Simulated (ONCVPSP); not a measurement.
Before and after: ONCV potential for Xe (Z = 54)

```json
{
 "Element": "xenon (Xe)",
 "Generator": "ONCVPSP 4.0.1",
 "Type": "optimised norm-conserving Vanderbilt (ONCV)",
 "Functional": "PBE",
 "Relativity": "fully relativistic",
 "Frozen core": "[Ar] 3d10",
 "Valence charge": "26",
 "Reference configuration": "4s2 4p6 4d10 5s2 5p6",
 "Partial waves": "4s+5s: rc 1.10 bohr, ncon 4, nbas 8, qcut 14 1/bohr, 2 projectors; 4p+5p: rc 1.40 bohr, ncon 5, nbas 9, qcut 9.5 1/bohr, 2 projectors; 4d: rc 1.15 bohr, ncon 3, nbas 8, qcut 11.1 1/bohr, 1 projector",
 "Local potential": "polynomial inside 0.70 bohr (lpopt 5, dvloc0 1 Ha)",
 "Core correction": "Teter function fitted to the true core (icmod 2), fcfact 0.3"
}
```

Open shells are filled in proportion to 2j + 1.

All-electron outer shells of the reference configuration (PBE, scalar-relativistic, ld1.x):

```tsv
shell	level (eV)	outermost node (bohr)	outermost maximum (bohr)
3p	-916.71	0.12	0.27
3d	-653.61	–	0.23
4s	-197.46	0.36	0.66
4p	-141.27	0.36	0.69
4d	-59.38	0.34	0.75
5s	-19.74	0.85	1.63
5p	-8.23	0.92	1.91
```

Change: d: rc 1.54.

Cutoffs: the cutoffs (Ha) at which the residual kinetic energy of the hardest occupied pseudo-wave falls to 1 and 0.1 mHa per electron; they do not see the model core or the augmentation charge, which bear on the density cutoff. Errors are all-electron minus pseudo energies relative to the spin-unpolarised reference configuration.

Question: What does the change do?

Answer: The potential gets neither clearly harder nor softer (63 Ha and 73 Ha → 63 Ha and 73 Ha); the s channel sets the loose cutoff, while the largest relative change is in d, which becomes softer; of the 4 tests that both files solve, the error grows in 2 and shrinks in 0 by more than 15 % and 0.3 meV (median size 0.5 → 0.9 meV); neither file shows a bound ghost.

| quantity | base | changed |
| --- | --- | --- |
| cutoff, loose | 63 Ha | 63 Ha |
| cutoff, tight | 73 Ha | 73 Ha |
| loose cutoff by channel | s 63 Ha, p 33 Ha, d 52 Ha | s 63 Ha, p 33 Ha, d 44 Ha |
| bound ghosts | none | none |
| GHOST(+) flags under 300 eV | s at 107.8 eV | s at 107.8 eV |
| error for 4s2 4p6 4d10 5s2 5p5, meV [ΔE 12.57 eV] | +0.4 | +0.3 |
| error for 4s2 4p6 4d10 5s2 5p4, meV [ΔE 34.36 eV] | +0.6 | +0.3 |
| error for 4s2 4p6 4d10 5s2 5p3, meV [ΔE 66.12 eV] | -0.1 | -1.5 |
| error for 4s2 4p6 4d9 5s2 5p6, meV [ΔE 67.65 eV] | +39 | +107 |
| s: phases at 1.12 bohr within 0.05 rad from the reference energy up to (Ha; the scan ends near 5) | n/a | n/a |
| p3/2: phases at 1.42 bohr within 0.05 rad from the reference energy up to (Ha; the scan ends near 5) | to the end of the scan | to the end of the scan |
| p1/2: phases at 1.42 bohr within 0.05 rad from the reference energy up to (Ha; the scan ends near 5) | to the end of the scan | to the end of the scan |
| rms error of d²Exc/dni dnj with the model core, mHa | 5.43 | 5.37 |
